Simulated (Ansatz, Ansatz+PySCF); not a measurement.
```yaml
atoms:
  - { symbol: C, position_ang: [-0.0485, 0.0438, -0.6948] }
  - { symbol: N, position_ang: [-0.0261, 0.0459, 0.7161] }
  - { symbol: H, position_ang: [0.0226, -1.0219, -1.1546] }
  - { symbol: H, position_ang: [-0.9165, 0.5319, -1.0954] }
  - { symbol: H, position_ang: [0.8374, 0.5599, -1.0614] }
  - { symbol: H, position_ang: [-0.8398, -0.4023, 1.1596] }
  - { symbol: H, position_ang: [0.8589, -0.4363, 1.1266] }
```

Basis set: def2-SVP (spherical functions). Correlated methods keep 2 orbitals frozen. Charge 0, multiplicity 1.

Computed with Ansatz (development build ahead of 0.2.0); each method stands on the lowest determinant of its kind that the runs found. Restricted open shells among the atoms or ions are ROHF, correlated in semicanonical orbitals with singles. Restricted functionals stand beside restricted open-shell atoms, which can lie above the unrestricted atoms usual in DFT and then raise those values.

The atomization energy at this shape (free ground-state atoms in the same class of orbitals less the molecule, no zero-point energy) of singlet CH₅N:

```
               method  atomization energy
   ωB97X (restricted)       2421.6 kJ/mol
 ωB97X (unrestricted)       2405.9 kJ/mol
  r²SCAN (restricted)       2409.7 kJ/mol
r²SCAN (unrestricted)       2395.9 kJ/mol
    PBE0 (restricted)       2417.9 kJ/mol
  PBE0 (unrestricted)       2410.0 kJ/mol
     PBE (restricted)       2454.8 kJ/mol
   PBE (unrestricted)       2448.7 kJ/mol
              RHF-MP2       2270.2 kJ/mol
              UHF-MP2       2268.1 kJ/mol
                  RHF       1745.4 kJ/mol
                  UHF       1725.3 kJ/mol
```

Task: What does RHF-CCSD(T) give?

Result: 2276.7 kJ/mol. Caution: the shape is not the minimum.
